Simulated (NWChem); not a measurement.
System: BHOF₂; SMILES OB(F)F

The following NWChem deck was run.

```
start job
memory heap 200 mb stack 900 mb global 1100 mb
geometry units angstroms noautosym nocenter noautoz
  B     -0.023443    -0.008516     0.000000
  F      1.297165    -0.139278     0.000000
  F     -0.758743    -1.101416     0.000000
  O     -0.619586     1.194141     0.000000
  H      0.007652     1.923997     0.000000
end
basis spherical
  * library cc-pvtz
end
dft
  xc b3lyp
  iterations 150
end
tddft
  cis
  ecut -5.9
  nroots 6
  notriplet
end
task tddft energy
```

Structure relaxed at the PBE0/def2-SVP level.

Core excitations by TDA in a window of 1s orbitals, non-relativistic and unshifted: absolute energies depend strongly on the exact-exchange share.

Give the results of this calculation. (B3LYP/cc-pVTZ, restricted-window TDA.) Quantities: first 1s excitation (eV); dipole oscillator strength of the first; first state with f > 0.002 (eV); dipole oscillator strength of that state.

The first 1s excitation (eV) is 185.7. The dipole oscillator strength of the first is 0.0724, the first state with f > 0.002 (eV) is 185.7 and the dipole oscillator strength of that state is 0.0724.
